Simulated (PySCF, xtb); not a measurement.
BrGaH2O, SMILES [OH][GaH][Br]. Other conformers were not sampled.

Harmonic wavenumbers (cm⁻¹) from GFN2-xTB in xtb at its own minimum, in rising order: 134, 306, 326, 339, 353, 532, 606, 1779, 3690.

### Question
What does PySCF with TPSSh-D3(BJ)/def2-SVP give at its own minimum? (The exact figures need the calculation; the answer reports its results.)

### Answer
151, 310, 353, 451, 592, 710, 803, 2028, 3800. Paired by order, the mean absolute difference is 126 cm⁻¹ and the zero-point energies are 11.5 and 13.1 kcal/mol.
